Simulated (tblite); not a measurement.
Input of a run (GFN2-xTB geometry optimisation, gas phase (tblite 0.8.0)), started from a force field or distance geometry:
```
{"job": {"kind": "relax", "xc": "GFN2-xTB", "basis": "xTB"}, "charge": 0, "multiplicity": 1}
C      2.705100     0.598400    -0.689000
C      1.741300     0.379500     0.468600
C      0.582100    -0.409600     0.124200
C      0.830200    -1.811300    -0.373900
C     -0.680000    -0.023300     0.180700
C     -1.704000    -1.040800    -0.259700
C     -1.176000     1.263800     0.579700
C     -2.671700     1.431000     0.553900
S     -0.344300     2.554900     1.080100
H      3.703200     0.258300    -0.381100
H      2.327200     0.033500    -1.552400
H      2.793300     1.701000    -0.868300
H      2.332300    -0.304200     1.201800
H      1.646200     1.327600     0.972200
H      0.723500    -2.548900     0.446500
H      0.209600    -2.053000    -1.243900
H      1.880800    -1.815900    -0.723400
H     -1.387400    -2.085400     0.009700
H     -1.927200    -1.008900    -1.314700
H     -2.598900    -0.842500     0.367800
H     -3.176000     0.921200     1.394400
H     -2.950200     0.993800    -0.455700
H     -2.863900     2.507800     0.492600
```

Output (eV, eV/Å):
```
step      E/eV     max force
  0    -746.91601    3.488
  1    -747.27912    0.907
  2    -747.37966    0.814
  3    -747.47090    0.794
  4    -747.55506    0.458
  5    -747.58672    0.336
  6    -747.60543    0.262
  7    -747.61875    0.257
  8    -747.62922    0.232
  9    -747.63589    0.178
 10    -747.64162    0.156
 11    -747.64678    0.162
 12    -747.65142    0.131
 13    -747.65517    0.125
 14    -747.65858    0.108
 15    -747.66208    0.132
 16    -747.66513    0.120
 17    -747.66718    0.102
 18    -747.66855    0.093
 19    -747.66987    0.092
 20    -747.67149    0.113
 21    -747.67326    0.096
 22    -747.67486    0.080
 23    -747.67620    0.071
 24    -747.67746    0.076
 25    -747.67878    0.083
 26    -747.68027    0.095
 27    -747.68201    0.114
 28    -747.68398    0.119
 29    -747.68607    0.092
 30    -747.68816    0.096
 31    -747.69037    0.111
 32    -747.69313    0.120
 33    -747.69683    0.148
 34    -747.70149    0.163
 35    -747.70682    0.199
 36    -747.71262    0.226
 37    -747.71918    0.201
 38    -747.72699    0.176
 39    -747.73478    0.178
 40    -747.72668    0.423
 41    -747.74354    0.141
 42    -747.74634    0.108
 43    -747.75514    0.158
 44    -747.75852    0.137
 45    -747.76554    0.161
 46    -747.76786    0.142
 47    -747.77149    0.107
 48    -747.77547    0.120
 49    -747.77970    0.227
 50    -747.78323    0.166
 51    -747.78706    0.141
 52    -747.79233    0.132
 53    -747.79694    0.138
 54    -747.80300    0.159
 55    -747.80701    0.159
 56    -747.81049    0.139
 57    -747.81450    0.157
 58    -747.81884    0.169
 59    -747.82262    0.133
 60    -747.82534    0.114
 61    -747.82723    0.126
 62    -747.82905    0.089
 63    -747.83115    0.098
 64    -747.83332    0.094
 65    -747.83448    0.065
 66    -747.83534    0.067
 67    -747.83600    0.058
 68    -747.83672    0.050
 69    -747.83720    0.041
 70    -747.83752    0.040
 71    -747.83775    0.034
 72    -747.83802    0.041
 73    -747.83834    0.042
 74    -747.83869    0.037
 75    -747.83901    0.040
 76    -747.83930    0.038
 77    -747.83957    0.036
 78    -747.83979    0.025
 79    -747.83996    0.029
 80    -747.84015    0.027
 81    -747.84041    0.041
 82    -747.84069    0.046
 83    -747.84092    0.036
 84    -747.84106    0.027
 85    -747.84117    0.020
 86    -747.84126    0.018
 87    -747.84133    0.015
 88    -747.84137    0.013
 89    -747.84141    0.014
 90    -747.84145    0.015
 91    -747.84151    0.020
 92    -747.84157    0.020
 93    -747.84163    0.022
 94    -747.84173    0.023
 95    -747.84185    0.027
 96    -747.84202    0.042
 97    -747.84225    0.049
 98    -747.84253    0.046
 99    -747.84287    0.039
100    -747.84322    0.043
101    -747.84356    0.041
102    -747.84395    0.049
103    -747.84437    0.052
104    -747.84486    0.046
105    -747.84536    0.045
106    -747.84588    0.041
107    -747.84623    0.051
108    -747.84655    0.046
109    -747.84687    0.040
110    -747.84733    0.037
111    -747.84765    0.031
112    -747.84784    0.034
113    -747.84802    0.038
114    -747.84829    0.038
115    -747.84867    0.047
116    -747.84907    0.049
117    -747.84937    0.032
118    -747.84954    0.048
119    -747.84975    0.029
120    -747.85003    0.034
121    -747.85057    0.049
122    -747.85100    0.046
123    -747.85152    0.049
124    -747.85224    0.069
125    -747.85325    0.069
126    -747.85398    0.121
127    -747.85453    0.062
128    -747.85509    0.044
129    -747.85558    0.050
130    -747.85600    0.041
131    -747.85670    0.052
132    -747.85742    0.051
133    -747.85811    0.057
134    -747.85864    0.044
135    -747.85894    0.072
136    -747.85916    0.037
137    -747.85942    0.033
138    -747.85963    0.039
139    -747.85983    0.033
140    -747.85999    0.021
141    -747.86012    0.022
142    -747.86020    0.020
143    -747.86025    0.017
144    -747.86032    0.021
145    -747.86043    0.025
146    -747.86059    0.027
147    -747.86080    0.030
148    -747.86107    0.041
149    -747.86141    0.051
150    -747.86186    0.053
151    -747.86241    0.045
152    -747.86296    0.051
153    -747.86350    0.052
154    -747.86400    0.061
155    -747.86466    0.061
156    -747.86531    0.056
157    -747.86614    0.057
158    -747.86689    0.073
159    -747.86810    0.062
160    -747.86898    0.063
161    -747.86983    0.064
162    -747.87044    0.057
163    -747.87108    0.058
164    -747.87171    0.057
165    -747.87227    0.088
166    -747.87296    0.061
167    -747.87410    0.058
168    -747.87496    0.071
169    -747.87584    0.063
170    -747.87648    0.054
171    -747.87735    0.094
172    -747.87808    0.123
173    -747.87940    0.079
174    -747.88057    0.070
175    -747.88188    0.100
176    -747.88246    0.057
177    -747.88342    0.133
178    -747.88429    0.081
179    -747.88543    0.068
180    -747.88626    0.055
181    -747.88728    0.098
182    -747.88811    0.066
183    -747.88863    0.102
184    -747.88934    0.098
185    -747.88992    0.038
186    -747.89040    0.044
187    -747.89078    0.042
188    -747.89107    0.073
189    -747.89134    0.038
190    -747.89155    0.034
191    -747.89185    0.027
192    -747.89208    0.035
193    -747.89247    0.042
194    -747.89281    0.052
195    -747.89313    0.040
196    -747.89345    0.042
197    -747.89382    0.044
198    -747.89420    0.045
199    -747.89452    0.041
200    -747.89480    0.041
201    -747.89503    0.037
202    -747.89519    0.035
203    -747.89537    0.021
204    -747.89555    0.017
205    -747.89568    0.020
206    -747.89576    0.017
207    -747.89582    0.016
208    -747.89588    0.015
209    -747.89594    0.017
210    -747.89599    0.028
211    -747.89605    0.019
212    -747.89611    0.021
213    -747.89619    0.024
214    -747.89625    0.024
215    -747.89634    0.024
216    -747.89643    0.021
217    -747.89654    0.019
218    -747.89664    0.020
219    -747.89675    0.021
220    -747.89687    0.021
221    -747.89701    0.025
222    -747.89715    0.029
223    -747.89727    0.023
224    -747.89734    0.017
225    -747.89738    0.012
226    -747.89743    0.012
227    -747.89747    0.010
228    -747.89751    0.010
229    -747.89753    0.008
```

Problem. Summarise the run.

Solution. The energy falls by 94.7 kJ/mol over 229 L-BFGS steps, the largest force on an atom goes from 3.49 to 0.008 eV/Å, and the atoms move by 0.692 Å rms after alignment. The bond that changes most is C2–H13 (allylic carbon to methylene hydrogen), which shortens by 0.070 Å. Bonds longer at the end by more than 0.005 Å: 7 of 22; shorter: 14. Among the angles that change most is C3–C2–H14, from 121.4° to 111.2°. Among the dihedrals that turn most is C3–C5–C6–H18, from 34° to -48°. The energy rose by more than 1e-5 eV at step 40. The first step brought 37 % of the lowering.

Problem. What are the final bond lengths?

Solution. C1–C2 1.531 Å, C2–C3 1.496 Å, C3–C4 1.500 Å, C3=C5 1.356 Å, C5–C6 1.511 Å, C5–C7 1.446 Å, C7–C8 1.499 Å, C7=S9 1.643 Å, C1–H10 1.087 Å, C1–H11 1.088 Å, C1–H12 1.086 Å, C2–H13 1.093 Å, C2–H14 1.090 Å, C4–H15 1.090 Å, C4–H16 1.090 Å, C4–H17 1.086 Å, C6–H18 1.088 Å, C6–H19 1.085 Å, C6–H20 1.090 Å, C8–H21 1.088 Å, C8–H22 1.091 Å, C8–H23 1.088 Å. Numbering counts from 1 in the input's order; the species is `CC/C(C)=C(/C)C(C)=S`.

On one thread of an Arm Neoverse V1, shared host with 32 logical CPUs at a one-minute load of 29, this took 2.2 s of wall time.

Its GFN2-xTB frequencies are all real (lowest 46 cm⁻¹). The numbers are those of one conformer. 3 starts were optimised and ended at 0.00, 1.73 and 1.73 kcal/mol (GFN2-xTB); the lowest of these is shown.

All values are computed, not measured.
